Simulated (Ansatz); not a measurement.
Abridged output of a molecular run in Ansatz:

```
Functional definition: HF
1191 factors; integrals over basis functions are off by at most 1.2e-3 eV
mean field evaluation 1: about -7919.5294 eV, gradient 6.6e1 eV
mean field evaluation 2: about -7919.5406 eV, gradient 6.6e1 eV
mean field evaluation 4: about -7928.0640 eV, gradient 1.0e1 eV
mean field evaluation 8: about -7928.3229 eV, gradient 3.0e-1 eV
mean field -7928.32370413 eV, -291.3605221160 hartree, gradient 1.7e-6 eV, S^2 0.000000; 0 other end points of the search recorded, 0 dependent functions left out
4 core orbitals not correlated: weight in the atoms' cores, before any rotation towards them, 1.000 or more for the frozen orbitals, at most 0.000 for the correlated occupied ones
reference -7928.32370413 eV, -291.3605221160 hartree; 20, 20 occupied and 94, 94 virtual orbitals, 1191 factors
second order -29.00481030 eV of doubles, -0.00000000 eV of singles
cycle   1  -26.82858284 eV  change     2.2e0 eV  update   2.4e-1
cycle   2  -28.07883808 eV  change    -1.3e0 eV  update   1.3e-1
cycle   3  -28.40266399 eV  change   -3.2e-1 eV  update   3.3e-2
cycle   4  -28.40717281 eV  change   -4.5e-3 eV  update   1.2e-2
cycle   5  -28.40252406 eV  change    4.6e-3 eV  update   3.3e-3
cycle   6  -28.40528869 eV  change   -2.8e-3 eV  update   1.5e-3
cycle   7  -28.40453183 eV  change    7.6e-4 eV  update   6.0e-4
cycle   8  -28.40421284 eV  change    3.2e-4 eV  update   2.3e-4
cycle   9  -28.40432395 eV  change   -1.1e-4 eV  update   9.3e-5
cycle  10  -28.40430752 eV  change    1.6e-5 eV  update   4.0e-5
cycle  11  -28.40424638 eV  change    6.1e-5 eV  update   1.7e-5
cycle  12  -28.40424525 eV  change    1.1e-6 eV  update   8.6e-6
perturbative correction -1.32676697 eV, -0.0487577870 hartree
Total energy: -7958.05471635 eV, -292.4531166626 hartree
```

Its atoms:

```xyz
11

C     1.420   -0.260    0.759
W    -0.431   -0.055   -0.257
N    -0.462    1.629   -0.737
N    -1.622   -0.460    0.958
O    -0.499   -1.241   -1.742
H     1.475    0.398    1.628
H     2.243   -0.007    0.084
H     1.533   -1.292    1.102
H    -0.826    2.569   -0.718
H    -2.412   -0.343    1.572
H    -0.419   -0.940   -2.649
```

(1) Which basis set was used?
A. def2-SVPD
B. def2-QZVPP
C. def2-SVP
D. cc-pV(T+d)Z

(2) Write the keys of the input that set method, charge and spin (a neutral closed shell needs none for the last two).

Results:

(1) C. It gives 118 functions.

(2) 
```yaml
correlation: {method: ccsd_t}
```
